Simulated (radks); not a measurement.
Values are calculated unless marked as measured or tabulated.
Problem. Cr17+, configuration [He] 2s2 2p3. Level of theory: scalar-relativistic Kohn-Sham, PBEsol, spin-polarised, spherical densities, finite nucleus; open shells are filled with parallel spins first; Fermi nuclear charge, rms radius 3.6452 fm (a radial shooting solver on a logarithmic mesh with Libxc functionals). Some entries of the table are withheld. Estimate them.

| orbital | occ. | eigenvalue (hartree) | <r> (bohr) | <1/r> (bohr^-1) |
|---|---|---|---|---|
| 1s up | 1 | -245.4739 | (1) | 23.90 |
| 1s down | 1 | -244.9394 | (2) | 23.94 |
| 2s up | 1 | -49.10950 | 0.2748 | (3) |
| 2s down | 1 | -48.17174 | 0.2771 | (4) |
| 2p up | 3 | -46.13894 | 0.2383 | 5.315 |
| 2p down | 0 | -45.01037 | 0.2410 | 5.270 |

Solution. 
(1) 1s up <r> (bohr): 0.06345
(2) 1s down <r> (bohr): 0.06331
(3) 2s up <1/r> (bohr^-1): 5.419
(4) 2s down <1/r> (bohr^-1): 5.359
